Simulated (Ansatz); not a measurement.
The same path of ClFHInS (5 atoms, charge 0, multiplicity 1) was run twice with different band settings. The coordinate that changes most is the dihedral Cl4–In2–S3–H5.

Theory: RKS B3LYP-D4/def2-SVP (Ansatz).

Relaxed end points:

```xyz
5
Properties=species:S:1:pos:R:3
F -1.576 -0.465 1.870
In -0.298 -0.326 0.395
S 0.201 1.811 -0.561
Cl 0.646 -2.356 -0.307
H 1.076 1.262 -1.439
```

```xyz
5
Properties=species:S:1:pos:R:3
F -1.348 -0.118 1.551
In -0.045 -0.545 0.151
S 0.841 1.241 -1.174
Cl 0.503 -2.810 -0.066
H 0.100 2.158 -0.503
```

Common settings: movable images 7; climbing image yes; spring 5.0 eV/Å²; optimiser quadratic models (default); start path through a guess of the saddle point; end points relaxed.

| run | force threshold | iteration limit |
| --- | --- | --- |
| 1 | 0.05 eV/Å | 49 |
| 2 | 0.2 eV/Å | 60 |

(1) What does each run give, and how far can it be trusted?

## Answers

(1) Run 1: converged after 13 iterations, highest image 0.150 eV above the first end. A vibrational analysis at the climbing image gives one clearly imaginary mode, 213i cm⁻¹: a first-order saddle point.
Run 2: converged after 10 iterations, highest image 0.152 eV above the first end. The threshold of 0.2 eV/Å is loose, so the images may lie well off the minimum-energy path. Another band between the same ends (7 images) ends at a top of the same energy, where a vibrational analysis finds 1 clearly imaginary mode.
